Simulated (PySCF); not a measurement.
C₄H₄N (SMILES [c-]1ccc[nH]1), charge -1, singlet, at a GFN2-xTB geometry (in this run its highest filled SCF level lies above zero, so its values depend strongly on the basis, on diffuse functions most of all). Base run: HF/STO-3G (PySCF).

Geometry (Å):
```xyz
9

H     -0.0021     0.0305     2.1262
N     -0.0013     0.0623     1.1145
C     -0.0054     1.2488     0.3803
C      0.0040    -1.0782     0.3425
C     -0.0022     0.7498    -0.9338
C      0.0035    -0.6618    -0.9617
H      0.0076    -2.0725     0.7788
H     -0.0038     1.3656    -1.8353
H      0.0069    -1.3109    -1.8353
```
Charge -1, spin multiplicity 1.
All else is at PySCF's defaults.
Base energy -205.41976 Eh.

The base run was repeated with changes; each row names its change, and settings that it needs were set with it.

```
change                                                                            ΔE vs base (µEh)  SCF cycles
--------------------------------------------------------------------------------  ----------------  ----------
base                                                                                           0.0          10
level_shift = 1.0 (with mf.max_cycle = 100)                                                    0.0          23
conv_tol = 1e-12                                                                               0.0          13
init_guess = atom                                                                              0.0          10
level_shift = 0.1 (with mf.max_cycle = 100)                                                    0.0          11
DIIS = ADIIS                                                                                   0.0          16
damp = 0.5; diis_start_cycle = 5                                                               0.0          11
level_shift = 0.5 (with mf.max_cycle = 100)                                                    0.0          16
conv_tol = 1e-11                                                                               0.0          12
level_shift = 0.3 (with mf.max_cycle = 100)                                                    0.0          13
diis = off; damp = 0.6 (with mf.diis_start_cycle = 200; with mf.max_cycle = 150)               0.0          42
conv_tol = 1e-6                                                                                0.0           8
diis = off; damp = 0.3 (with mf.diis_start_cycle = 200; with mf.max_cycle = 150)               0.0          23
```
